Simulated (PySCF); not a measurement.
C₂H₄Cl (SMILES C[CH-]Cl), charge -1, singlet, geometry from GFN2-xTB (in this run its highest filled SCF level lies above zero, so its values depend strongly on the basis, on diffuse functions most of all); DF-BLYP/def2-TZVP in PySCF.

PySCF was given this input:
```python
from pyscf import gto, scf, dft

mol = gto.M(
    atom='''
C    -0.042363    0.943018    0.116436
C     1.460687    0.703025   -0.003663
Cl   -0.807666   -0.778354    0.014588
H    -0.369318    1.357038   -0.879022
H     1.947383    1.686893   -0.015681
H     1.833947    0.158331    0.870838
H     1.808367    0.153491   -0.900761
''',
    basis='def2-tzvp',
    charge=-1,
    spin=0,
    verbose=4,
)

mf = dft.RKS(mol)
mf.xc = 'blyp'
mf = mf.density_fit(auxbasis='def2-universal-jkfit')
mf.kernel()
```

What the program printed (banner, timings and long lists left out):

```
PySCF version 2.14.0

[INPUT] verbose = 4
[INPUT] num. atoms = 7
[INPUT] num. electrons = 34
[INPUT] charge = -1
[INPUT] spin (= nelec alpha-beta = 2S) = 0
[INPUT] symmetry False subgroup None
[INPUT] Mole.unit = angstrom
[INPUT] Symbol           X                Y                Z      unit          X                Y                Z       unit  Magmom
[INPUT]  1 C     -0.042363000000   0.943018000000   0.116436000000 AA   -0.080054467815   1.782045750535   0.220032151040 Bohr   0.0
[INPUT]  2 C      1.460687000000   0.703025000000  -0.003663000000 AA    2.760298383713   1.328524708722  -0.006922066794 Bohr   0.0
[INPUT]  3 Cl    -0.807666000000  -0.778354000000   0.014588000000 AA   -1.526267540123  -1.470875887960   0.027567324705 Bohr   0.0
[INPUT]  4 H     -0.369318000000   1.357038000000  -0.879022000000 AA   -0.697909872872   2.564430160628  -1.661110837467 Bohr   0.0
[INPUT]  5 H      1.947383000000   1.686893000000  -0.015681000000 AA    3.680020529634   3.187765771446  -0.029632795359 Bohr   0.0
[INPUT]  6 H      1.833947000000   0.158331000000   0.870838000000 AA    3.465657556968   0.299202227029   1.645645318864 Bohr   0.0
[INPUT]  7 H      1.808367000000   0.153491000000  -0.900761000000 AA    3.417318362701   0.290055952586  -1.702191593689 Bohr   0.0

nuclear repulsion = 92.2286837624617
number of shells = 51
number of NR pGTOs = 187
number of NR cGTOs = 123
basis = def2-tzvp
ecp = {}

******** <class 'pyscf.df.df_jk.DFRKS'> ********
method = DFRKS
initial guess = minao
damping factor = 0
level_shift factor = 0
DIIS = <class 'pyscf.scf.diis.CDIIS'>
diis_start_cycle = 1
diis_space = 8
diis_damp = 0
SCF conv_tol = 1e-09
SCF conv_tol_grad = None
SCF max_cycles = 50
direct_scf = False
XC library pyscf.dft.libxc version 7.1.2
    S. Lehtola, C. Steigemann, M. J. T. Oliveira, and M. A. L. Marques,  SoftwareX 7, 1–5 (2018)
XC functionals = blyp
    A. D. Becke,  Phys. Rev. A 38, 3098 (1988)
    C. Lee, W. Yang, and R. G. Parr,  Phys. Rev. B 37, 785 (1988)
    B. Miehlich, A. Savin, H. Stoll, and H. Preuss,  Chem. Phys. Lett. 157, 200 (1989)
radial grids:
    Treutler-Ahlrichs [JCP 102, 346 (1995); DOI:10.1063/1.469408] (M4) radial grids

becke partition: Becke, JCP 88, 2547 (1988); DOI:10.1063/1.454033
pruning grids: <function nwchem_prune>
grids dens level: 3
symmetrized grids: False
atomic radii adjust function: <function treutler_atomic_radii_adjust>
small_rho_cutoff = 0
Set gradient conv threshold to 3.16228e-05
Initial guess from minao.
tot grids = 86352
init E= -538.668179575796
  HOMO = -0.216682489679229  LUMO = -0.0593246711031021  gap/eV = 4.28192
cycle= 1 E= -538.652541767103  delta_E= 0.0156  |g|= 0.586  |ddm|= 1.87
  HOMO = 0.209060266862572  LUMO = 0.235991835311193  gap/eV = 0.73285
cycle= 2 E= -538.172859279767  delta_E= 0.48  |g|= 1.32  |ddm|= 46.1
  HOMO = 0.0685962024473419  LUMO = 0.19610580081808  gap/eV = 3.46971
cycle= 3 E= -538.749228984823  delta_E= -0.576  |g|= 0.255  |ddm|= 45.4
  HOMO = 0.0881307554771773  LUMO = 0.194576436086888  gap/eV = 2.89653
cycle= 4 E= -538.764359417073  delta_E= -0.0151  |g|= 0.0808  |ddm|= 0.578
  HOMO = 0.0873230920044357  LUMO = 0.193055433697733  gap/eV = 2.87712
cycle= 5 E= -538.765914222826  delta_E= -0.00155  |g|= 0.0154  |ddm|= 0.215
  HOMO = 0.0874085525728887  LUMO = 0.194030851393496  gap/eV = 2.90134
cycle= 6 E= -538.765975134861  delta_E= -6.09e-05  |g|= 0.00766  |ddm|= 0.0627
  HOMO = 0.0874053892339788  LUMO = 0.193915142048658  gap/eV = 2.89828
cycle= 7 E= -538.765991044156  delta_E= -1.59e-05  |g|= 0.00152  |ddm|= 0.0133
  HOMO = 0.0872675040432718  LUMO = 0.193879860157182  gap/eV = 2.90107
cycle= 8 E= -538.765991479183  delta_E= -4.35e-07  |g|= 0.000391  |ddm|= 0.00362
  HOMO = 0.0872704708768346  LUMO = 0.193855297811181  gap/eV = 2.90032
cycle= 9 E= -538.765991518196  delta_E= -3.9e-08  |g|= 8.85e-05  |ddm|= 0.00113
  HOMO = 0.0872640533971136  LUMO = 0.193856983246436  gap/eV = 2.90054
cycle= 10 E= -538.765991520653  delta_E= -2.46e-09  |g|= 2e-05  |ddm|= 0.000381
  HOMO = 0.0872632994093472  LUMO = 0.193857081201536  gap/eV = 2.90056
cycle= 11 E= -538.765991520745  delta_E= -9.21e-11  |g|= 8.58e-06  |ddm|= 3.39e-05
  HOMO = 0.0872651982981019  LUMO = 0.193857537502488  gap/eV = 2.90053
Extra cycle  E= -538.765991520728  delta_E= 1.75e-11  |g|= 1.19e-05  |ddm|= 5.89e-05
converged SCF energy = -538.765991520728
```
